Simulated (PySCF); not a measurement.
Below is a simulated gas-phase Cl 2p photoelectron spectrum of difluorochloroborane (`FB(F)Cl`).

Every computed line was given a Gaussian of 1.0 eV full width at half maximum and an area set by the number of equivalent atoms (split 2:1 within a doublet); the highest printed point is 100. The calculation used delta-SCF UKS SCAN, pcX-2 on the ionised atom, pcseg-1 elsewhere, spin-free X2C (PySCF).

binding energy (eV), intensity and a bar:
```
    206.0          0 
    206.1          1 
    206.2          1 
    206.3          3 #
    206.4          5 ##
    206.5          9 ###
    206.6         15 ####
    206.7         23 #######
    206.8         33 ##########
    206.9         46 ##############
    207.0         60 ##################
    207.1         74 ######################
    207.2         86 ##########################
    207.3         96 #############################
    207.4        100 ##############################
    207.5         99 ##############################
    207.6         93 ############################
    207.7         82 #########################
    207.8         69 #####################
    207.9         56 #################
    208.0         43 #############
    208.1         32 ##########
    208.2         25 ########
    208.3         21 ######
    208.4         21 ######
    208.5         24 #######
    208.6         28 ########
    208.7         34 ##########
    208.8         41 ############
    208.9         46 ##############
    209.0         49 ###############
    209.1         50 ###############
    209.2         48 ##############
    209.3         44 #############
    209.4         38 ###########
    209.5         31 #########
    209.6         24 #######
    209.7         18 #####
    209.8         12 ####
    209.9          8 ##
    210.0          5 #
    210.1          3 #
    210.2          2 
    210.3          1 
    210.4          0 
    210.5          0
```

How many maxima does the curve show, and how many computed lines lie under it?

The curve has 2 maxima (at 207.4 and 209.1 eV). Under it lie 2 lines from 1 inequivalent chlorine site, drawn as a 2p3/2, 2p1/2 pair.

Decompose the envelope and assign each component. Numbering: `[F:1][B:2]([F:3])[Cl:4]`.

| position (eV) | relative area | line | atoms | environment |
| --- | --- | --- | --- | --- |
| 207.43 | 0.67 | Cl 2p3/2 | Cl4 | chlorine bonded to B |
| 209.09 | 0.33 | Cl 2p1/2 | Cl4 | chlorine bonded to B |

The curve has no shake-up lines and no vibrational structure. For 2p shells one spin-free hole was relaxed; a mean-field spin–orbit operator and the ground-state splitting of the three 2p orbitals were then diagonalised within the shell. The shell's mean is (2 × 2p3/2 + 2p1/2)/3, and the degeneracies 2j + 1 give areas of 2:1. 2p1/2 minus 2p3/2 (ligand field included): Cl 1.65 eV. Isolated species at its PBE0-D3(BJ)/def2-SVP geometry, gas phase.
